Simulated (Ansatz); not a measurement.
disiloxane cation (H₆OSi₂), SMILES O([SiH3])[SiH3] (connectivity only; charge and spin as stated), charge +1, multiplicity 2.

Geometry: PBE0-D3(BJ)/def2-SVP. A frequency run showed that this geometry is not a minimum. The multiplicity is an assumed one; other spin states were not compared.

Two levels are set side by side: PBE/def2-SVPD (Ansatz, a quantum-chemistry and plane-wave program) and PBE0/def2-SVPD (Ansatz). Energy differences of separate SCF runs at the same geometry; the states with an electron removed or added have multiplicity 3 and 1. Differences are taken from unrounded values.

| quantity | PBE0 |
|---|---|
| vertical ionisation energy (eV) | 16.55 |
| vertical electron affinity (eV) | 10.08 |

Task: What does PBE give, and how far is it from PBE0? (Estimate from the structure and the level; the computed values follow.)

Result: 
```tsv
quantity	PBE	PBE minus PBE0
vertical ionisation energy (eV)	16.04	-0.51
vertical electron affinity (eV)	9.68	-0.40
```
